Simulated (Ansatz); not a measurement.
H2SeZn (SMILES [ZnH][SeH]) moved off its minimum; all values from Ansatz (an electronic-structure program), cores frozen in correlated methods.
(charge 0, multiplicity 1)
```xyz
4

Zn    -0.69906    -0.51466    -0.78073
H     -1.76065    -1.12410    -2.10714
Se     0.64515     0.48606     0.54405
H      0.77472    -0.69210     1.61676
```

Forces at PBE/def2-TZVPP (eV/Å):

```tsv
atom	Fx	Fy	Fz
Zn1	-2.712	-1.823	-3.107
H2	1.180	0.632	1.579
Se3	1.768	-0.055	2.811
H4	-0.236	1.247	-1.282
```

Q: Give the forces (eV/Å), the total energy and the dipole at CCSD(T)/def2-TZVPPD.

A: 
```json
[
 {"atom": "Zn1", "Fx": "-2.870", "Fy": "-1.933", "Fz": "-3.268"},
 {"atom": "H2", "Fx": "1.243", "Fy": "0.671", "Fz": "1.651"},
 {"atom": "Se3", "Fx": "1.881", "Fy": "-0.167", "Fz": "3.063"},
 {"atom": "H4", "Fx": "-0.255", "Fy": "1.429", "Fz": "-1.447"}
]
```
Energy -4179.4770 hartree, dipole 0.83 D.
